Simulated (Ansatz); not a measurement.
## C2H6Ga (SMILES C[Ga]C): the energy to break a bond

C2H6Ga has 9 atoms, charge 0, and is taken as a doublet. SMILES: `C[Ga]C`. The shape was relaxed beforehand at wB97X-V/def2-SVP.

```xyz
9

C    -1.2413    1.1616    0.1780
Ga    0.4605    0.3892    0.8775
C     1.2721   -1.1352   -0.1222
H    -2.0181    0.3755    0.1749
H    -1.0909    1.4841   -0.8681
H    -1.6102    2.0175    0.7623
H     2.2105   -1.5024    0.3190
H     1.4692   -0.8210   -1.1631
H     0.5482   -1.9693   -0.1584
```

Wanted: the dissociation energy of the C3–Ga2 bond into doublet CH3 and singlet CH3Ga (shapes relaxed at wB97X-V/def2-SVP, no zero-point term). 1 Eh = 2625.50 kJ/mol = 27.2114 eV. Totals in Eh; open shells run unrestricted unless said.

```tsv
level	program	C2H6Ga	doublet CH3	singlet CH3Ga
U-r2SCAN/def2-TZVP	Ansatz	-2004.604584	-39.827591	-1964.715514
UB3LYP/def2-TZVP	Ansatz	-2004.726727	-39.858417	-1964.817100
RPA@PBE/def2-TZVP, 11 core orbitals frozen	Ansatz	-2003.352309	-39.854222	-1963.441350
```

Task: Work out the dissociation energy at each level.

Result: 
1. U-r2SCAN/def2-TZVP: (-39.827591) + (-1964.715514) − (-2004.604584) = 0.061479 Eh = 161.4 kJ/mol = 1.67 eV.
2. UB3LYP/def2-TZVP: (-39.858417) + (-1964.817100) − (-2004.726727) = 0.051210 Eh = 134.5 kJ/mol = 1.39 eV.
3. RPA@PBE/def2-TZVP: (-39.854222) + (-1963.441350) − (-2003.352309) = 0.056737 Eh = 149.0 kJ/mol = 1.54 eV.

The levels span 134 to 161 kJ/mol; no measured value is set beside them. A fragment with an even electron count was run as a singlet and may have a lower triplet. A bond enthalpy at 298 K also holds the loss of zero-point energy and thermal terms.
